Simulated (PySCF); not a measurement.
HO₃S, SMILES O=S(=O)=[OH+], charge +1.

The structure is a stationary point at PBE-D3(BJ)/def2-SVP. The isomer is the one that the SMILES or the coordinates give; other isomers of the formula were not compared.

Method: PySCF with PBE-D3(BJ)/def2-SVP.

Frequencies are harmonic and unscaled.

Computed vibrational spectrum:
| mode | ν (cm⁻¹) | IR (km/mol) | Raman (Å⁴/amu) | depolarisation | moving atoms (share of kinetic energy) |
|---|---|---|---|---|---|
| 1 | 394 | 34.0 | 0.1 | 0.75 | S 59 %, O 41 % |
| 2 | 403 | 24.5 | 4.3 | 0.71 | O 75 %, S 13 %, H 12 % |
| 3 | 435 | 18.9 | 4.0 | 0.75 | O 83 %, S 16 % |
| 4 | 489 | 143.5 | 1.5 | 0.75 | H 90 %, O 9 % |
| 5 | 842 | 91.5 | 19.2 | 0.11 | O 83 %, S 15 % |
| 6 | 1062 | 112.0 | 5.7 | 0.29 | H 79 %, O 21 % |
| 7 | 1179 | 47.0 | 12.1 | 0.30 | O 66 %, S 29 % |
| 8 | 1451 | 75.8 | 4.6 | 0.73 | O 51 %, S 47 % |
| 9 | 3432 | 404.4 | 61.0 | 0.29 | H 94 % |
